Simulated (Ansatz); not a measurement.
Relaxation of Cl4Hf (5 atoms, charge 0, multiplicity 1), to a largest force component of 0.02 eV/Å in at most 40 steps.

Level of theory: RKS PBE/def2-SVP (Ansatz 0.2.0).

```xyz
5
Properties=species:S:1:pos:R:3
Hf 0.000 0.000 0.000
Cl 0.000 0.000 2.520
Cl 2.376 0.000 -0.839
Cl -1.187 2.056 -0.839
Cl -1.187 -2.056 -0.839
```

Where does it end, and by what steps?

It converged. After 3 steps the energy has fallen by 0.910 eV; Cl3 moved furthest, 0.18 Å.

```
step  energy less start (eV)  largest force component (eV/Å)  accepted
   0                  0.0000                           2.257       yes
   1                 -0.9022                           0.261       yes
   2                 -0.9098                           0.024       yes
   3                 -0.9098                           0.001       yes
```

```xyz
5
Properties=species:S:1:pos:R:3
Hf 0.001 0.000 0.000
Cl 0.000 0.000 2.340
Cl 2.206 0.000 -0.779
Cl -1.102 1.910 -0.779
Cl -1.102 -1.910 -0.779
```

Whether the end is a true minimum wasn't checked by a vibrational analysis.

The run took 13 s on 2 threads of Arm Neoverse V1, on a shared host, peak memory 0.21 GiB.
